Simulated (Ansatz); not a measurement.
All numbers were calculated with Ansatz.

A structure relaxed at PBE0-D4/def2-TZVP, charge 0, multiplicity 1:

| atom | x (Å) | y (Å) | z (Å) |
| --- | --- | --- | --- |
| C1 | 1.9839 | 1.0038 | -0.7502 |
| O2 | 1.4230 | 0.8781 | 0.5386 |
| Si3 | -0.0933 | 0.4444 | 0.8816 |
| F4 | -0.1167 | 0.0860 | 2.4274 |
| O5 | -0.4825 | -0.8430 | -0.0260 |
| C6 | -1.7629 | -1.4313 | -0.1010 |
| H7 | 1.8098 | 0.1044 | -1.3470 |
| H8 | 3.0585 | 1.1511 | -0.6366 |
| H9 | 1.5683 | 1.8676 | -1.2791 |
| H10 | -1.0801 | 1.5268 | 0.6841 |
| H11 | -1.9293 | -2.1034 | 0.7452 |
| H12 | -1.8218 | -2.0083 | -1.0249 |
| H13 | -2.5569 | -0.6761 | -0.1120 |

Give its formula and SMILES.

C2H7FO2Si, `CO[SiH](F)OC`.

Point group (tolerance 0.08 Å, 0.16 Å for H)?

C1.

Summarise the bond lengths by kind.

2 × C–O 1.411 Å; 6 × C–H 1.091 to 1.096 Å; 2 × O–Si 1.614 to 1.623 Å; 1 × F–Si 1.587 Å; 1 × H–Si 1.478 Å.
